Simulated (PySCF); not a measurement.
## Structure from 2D NMR

Compound of formula C$_{6}$H$_{7}$FOSi. Correlations simulated from computed shifts and the bond graph:

HSQC (one-bond C–H):
| δH | δC |
| --- | --- |
| 9.62 | 197.7 |
| 6.58 | 123.9 |
| 2.08 | 6.0 |

COSY cross peaks (H two or three bonds apart, from the bond graph; peaks can be absent where the dihedral angle is near 90°):
| δH | δH |
| --- | --- |
| 9.62 | 6.58 |

HMBC (two and three bonds, from the bond graph):
| δH | δC |
| --- | --- |
| 9.62 | 212.4, 123.9 |
| 6.58 | 212.4, 197.7 |
| 4.91 | 212.4, 123.9, 112.2, 84.9 |
| 2.08 | 112.2, 84.9 |

Carbons without hydrogens: δ 212.4, 112.2, 84.9.

- geometry from GFN2-xTB
- shielding tensors at PBE0/pcSseg-1 (GIAO)
- program: PySCF 2.14.0 with density-fitted response routines
- in vacuum, one averaged value for each set of equivalent atoms, one conformer, relativity neglected

Referencing at the same level of theory: ¹H (σ = 31.72 ppm) and ¹³C (σ = 186.93 ppm) against TMS.

Exchangeable hydrogens are left out of these lists.

Problem. Which molecule is this?

Solution. `CC#C[SiH2]/C(F)=C\C=O`.

Atom-mapped SMILES (the numbers label the heavy atoms): `[CH3:1][C:2]#[C:3][SiH2:4]/[C:5]([F:6])=[CH:7]\[CH:8]=[O:9]` (H(Xn): hydrogen on atom n).

1. δC 212.4 is C5, a β carbon of a C=C–C=O unit.
2. δC 197.7 is C8, an aldehyde carbonyl carbon (δH 9.62).
3. δC 123.9 is C7, an α carbon of a C=C–C=O unit (δH 6.58).
4. δC 112.2 is C2, an alkyne carbon.
5. δC 84.9 is C3, an alkyne carbon.
6. δC 6.0 is C1, a propargylic methyl carbon (δH 2.08).
7. HMBC from δH 9.62 reaches the proton-free carbon C5.
8. HMBC from δH 6.58 reaches the proton-free carbon C5.
9. HMBC from δH 4.91 reaches the proton-free carbons C5, C2, C3.
10. HMBC from δH 2.08 reaches the proton-free carbons C2, C3.
11. COSY links 9.62–6.58.

This is the structure that produced the data.

Shifts are as computed. Against solution values, carbons near 30 ppm lie about +3 ppm off and those near 130 ppm about +5 ppm. Of 1309 compounds with measured shifts, 239 miss one by over three times the rms of a fit or turn the order of signals round; such compounds aren't used in these exercises.
